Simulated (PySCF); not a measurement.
Zn(Cl)(Et) (C2H5ClZn), SMILES C[CH2][Zn][Cl].

Geometry: PBE-D3(BJ)/def2-SVP. The structure was generated by enumeration; whether it is a known compound was not checked. One conformer was computed; it need not be the lowest.

Method: M06-2X/def2-TZVP (PySCF).

Symmetry labels are those of the subgroup Cs that the program uses (full group Cs).

Computed valence orbital energies around the gap with their symmetry:
```tsv
orbital	symmetry	energy (eV)
HOMO−7	A"	-13.82
HOMO−6	A'	-13.21
HOMO−5	A'	-11.90
HOMO−4	A'	-11.37
HOMO−3	A"	-11.18
HOMO−2	A'	-9.94
HOMO−1	A"	-9.94
HOMO	A'	-8.92
LUMO	A'	0.01
LUMO+1	A'	0.14
LUMO+2	A"	0.21
LUMO+3	A'	2.01
```
